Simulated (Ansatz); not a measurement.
# Molecular dynamics of H$_{8}$OSi$_{3}$

Input file:

```yaml
crystal:
  periodic: [false, false, false]
  atoms:
    - { symbol: Si, position_ang: [-0.147285, -0.011148, 0.010488] }
    - { symbol: O, position_ang: [-0.109163, -0.177395, 1.677043] }
    - { symbol: Si, position_ang: [-1.167604, -0.393425, 2.949536] }
    - { symbol: H, position_ang: [-1.894206, -1.703156, 2.827795] }
    - { symbol: H, position_ang: [-0.367824, -0.388439, 4.214051] }
    - { symbol: H, position_ang: [-2.186382, 0.709936, 2.997782] }
    - { symbol: H, position_ang: [1.271235, 0.169698, -0.443671] }
    - { symbol: H, position_ang: [-0.920187, 1.224674, -0.371124] }
    - { symbol: Si, position_ang: [-1.104513, -1.860244, -1.095551] }
    - { symbol: H, position_ang: [-2.540395, -2.05927, -0.700889] }
    - { symbol: H, position_ang: [-1.059949, -1.607913, -2.577273] }
    - { symbol: H, position_ang: [-0.359228, -3.132517, -0.811886] }
basis:
  gaussian: { orbitals: "6-31G*" }
hamiltonian:
  xc: pbe
md:
  timestep: 3.0
  n_steps: 40
  ensemble: nvt_langevin
  temperature: 200.0
  initial_velocities: maxwell_boltzmann
  seed: 713536
  friction: 0.02
```

Launched with:

```bash
$ ansatz run input.yaml --threads 1 --pin off --max-ram 2048MiB --backend cpu --events-out ev --progress --plain --runs-dir out
```

It starts from a relaxed structure.

Output, in part (one step line in 2, the closing report, with atoms numbered from 0):

```
md step     0: t =     0.00 fs  T =   183.3 K  F+E_penalty+E_count = -25795.14169114 eV  E_kin = 0.284372 eV  (26 SCF iters)
md step     2: t =     6.00 fs  T =   118.0 K  F+E_penalty+E_count = -25795.02721676 eV  E_kin = 0.183012 eV  (25 SCF iters)
md step     4: t =    12.00 fs  T =   102.9 K  F+E_penalty+E_count = -25794.90589454 eV  E_kin = 0.159561 eV  (25 SCF iters)
md step     6: t =    18.00 fs  T =   118.7 K  F+E_penalty+E_count = -25794.85273795 eV  E_kin = 0.184187 eV  (24 SCF iters)
md step     8: t =    24.00 fs  T =   153.7 K  F+E_penalty+E_count = -25794.90614943 eV  E_kin = 0.238461 eV  (25 SCF iters)
md step    10: t =    30.00 fs  T =   178.1 K  F+E_penalty+E_count = -25794.94585747 eV  E_kin = 0.276271 eV  (24 SCF iters)
md step    12: t =    36.00 fs  T =   191.0 K  F+E_penalty+E_count = -25795.02154991 eV  E_kin = 0.296265 eV  (24 SCF iters)
md step    14: t =    42.00 fs  T =   148.2 K  F+E_penalty+E_count = -25794.92404348 eV  E_kin = 0.229927 eV  (24 SCF iters)
md step    16: t =    48.00 fs  T =   135.8 K  F+E_penalty+E_count = -25794.87905958 eV  E_kin = 0.210616 eV  (26 SCF iters)
md step    18: t =    54.00 fs  T =   140.0 K  F+E_penalty+E_count = -25794.90526037 eV  E_kin = 0.217085 eV  (24 SCF iters)
md step    20: t =    60.00 fs  T =   177.3 K  F+E_penalty+E_count = -25794.96296713 eV  E_kin = 0.275013 eV  (24 SCF iters)
md step    22: t =    66.00 fs  T =   157.8 K  F+E_penalty+E_count = -25794.96264595 eV  E_kin = 0.244797 eV  (24 SCF iters)
md step    24: t =    72.00 fs  T =   180.3 K  F+E_penalty+E_count = -25794.95292100 eV  E_kin = 0.279684 eV  (27 SCF iters)
md step    26: t =    78.00 fs  T =   117.7 K  F+E_penalty+E_count = -25794.84113369 eV  E_kin = 0.182532 eV  (26 SCF iters)
md step    28: t =    84.00 fs  T =   171.1 K  F+E_penalty+E_count = -25794.89703961 eV  E_kin = 0.265466 eV  (26 SCF iters)
md step    30: t =    90.00 fs  T =   165.2 K  F+E_penalty+E_count = -25794.88054675 eV  E_kin = 0.256311 eV  (26 SCF iters)
md step    32: t =    96.00 fs  T =   143.4 K  F+E_penalty+E_count = -25794.84558476 eV  E_kin = 0.222393 eV  (25 SCF iters)
md step    34: t =   102.00 fs  T =   176.5 K  F+E_penalty+E_count = -25794.95802148 eV  E_kin = 0.273810 eV  (27 SCF iters)
md step    36: t =   108.00 fs  T =   205.4 K  F+E_penalty+E_count = -25794.96460708 eV  E_kin = 0.318655 eV  (27 SCF iters)
md step    38: t =   114.00 fs  T =   206.6 K  F+E_penalty+E_count = -25794.96439110 eV  E_kin = 0.320524 eV  (26 SCF iters)
md step    40: t =   120.00 fs  T =   139.6 K  F+E_penalty+E_count = -25794.90414073 eV  E_kin = 0.216496 eV  (27 SCF iters)
Total energy: -25794.90418661 eV, -947.9452444439 hartree
Atom 0 at    -0.067264    -0.093421     0.014242 Å, force     0.168193     0.576231     0.862691 eV/Å
Atom 1 at     0.107821    -0.181713     1.725334 Å, force    -0.209953     0.173448    -0.755179 eV/Å
Atom 2 at    -1.054065    -0.459352     2.893000 Å, force    -0.770789    -0.195727     0.523360 eV/Å
Atom 3 at    -0.850365    -1.850556     3.492528 Å, force    -0.030282     0.436178    -0.149664 eV/Å
Atom 4 at    -1.083802     0.557610     4.068127 Å, force     0.215657    -0.437974    -0.762761 eV/Å
Atom 5 at    -2.423002    -0.433309     2.200915 Å, force     0.349422     0.013842     0.340973 eV/Å
Atom 6 at     1.350387     0.044046    -0.387602 Å, force     0.251205    -0.086907    -0.355954 eV/Å
Atom 7 at    -0.799624     1.156554    -0.457208 Å, force     0.128486    -0.115775     0.267318 eV/Å
Atom 8 at    -1.322722    -1.779486    -0.982712 Å, force    -0.691048    -0.323388    -0.365541 eV/Å
Atom 9 at    -2.693747    -1.730088    -0.343786 Å, force     0.135479     0.058578    -0.044242 eV/Å
Atom 10 at    -1.592285    -1.507136    -2.481839 Å, force     0.347118    -0.146583     0.647141 eV/Å
Atom 11 at    -0.841304    -3.179059    -0.715361 Å, force     0.106512     0.048079    -0.208142 eV/Å
Dipole moment:    -0.053111    -0.013209    -0.096827 e Å
```

The run went to its last step. The mean temperature of the second half is 17 % below the set value. A step of 3 fs is long for free X–H stretches (periods near 10 fs) and can bias their spread and the temperature. A run of 0.12 ps of so small a system gives no equilibrium averages.

The same pairs are bonded in the first frame and the last. Pairs count as bonded within 1.25 times the sum of covalent radii (0.12 Å more for H–H).

Last frame:

```xyz
12
Properties=species:S:1:pos:R:3
Si -0.067 -0.093 0.014
O 0.108 -0.182 1.725
Si -1.054 -0.459 2.893
H -0.850 -1.851 3.493
H -1.084 0.558 4.068
H -2.423 -0.433 2.201
H 1.350 0.044 -0.388
H -0.800 1.157 -0.457
Si -1.323 -1.780 -0.983
H -2.694 -1.730 -0.344
H -1.592 -1.507 -2.482
H -0.841 -3.179 -0.715
```

Run time: 2.3 min on 1 thread of Intel(R) Xeon(R) Platinum 8259CL CPU @ 2.50GHz (Skylake/Cascade Lake), with other jobs on the host, peak memory 0.15 GiB.
